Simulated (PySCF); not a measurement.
# Levels of Xe(5+) from EOM-EA-GCCSD

Reference: closed-shell Xe(6+), [Kr] 4d10 5s2; one electron is added. Calculated with PySCF 2.14, two-component X2C-1e with screened spin-orbit coupling, x2c-TZVPPall-2c with one added diffuse shell each of s, p, d, f type (9s10p6d3f, 90 functions); frozen [Ar] 3d10; the 6 highest virtual spinors dropped; of the others 104 kept and the rest restored at second order. No Breit or QED terms. Binding energies in eV.

| level | Koopmans | second order | EOM-CCSD |
| --- | --- | --- | --- |
| 5p1/2 | 65.611 | 66.577 | 66.396 |
| 5p3/2 | 63.649 | 64.615 | 64.451 |
| 5d5/2 | 42.087 | 45.032 | 42.313 |
| 6s1/2 | 38.146 | 38.993 | 38.856 |
| 4f7/2 | 35.816 | 36.534 | 36.526 |

Electric-dipole lines between these computed levels:

```
lower  upper  ΔE (eV)  vacuum wavelength (nm)
5p1/2  6s1/2   27.539                   45.02
5p3/2  5d5/2   22.138                   56.00
5p3/2  6s1/2   25.595                   48.44
5d5/2  4f7/2    5.786                   214.3
```

In EOM-CCSD the overlap with the one-orbital guess is low for 5d5/2 (weight 0.69). That can mean mixing with two-particle, one-hole states, where second order and EOM-CCSD lose accuracy, or only a rotation among the degenerate components of the shell; the terms of those configurations are not listed.

Quantum defects δ = n − Z_c √(13.6057 eV / E) with Z_c = 6: 5p1/2 2.284, 5p3/2 2.243, 5d5/2 1.598, 6s1/2 2.450, 4f7/2 0.338.

For comparison, the ionisation energy of Xe(5+) is 66.703 ± 0.007 eV (measured; NIST Atomic Spectra Database, ionization energies).

Only part of the computed levels is shown.

Where second order misses EOM-CCSD by more than 1 eV, it overshoots the relaxation and correlation of that hole or particle, which higher orders damp.

The highest levels are limited by the diffuse functions of the basis.
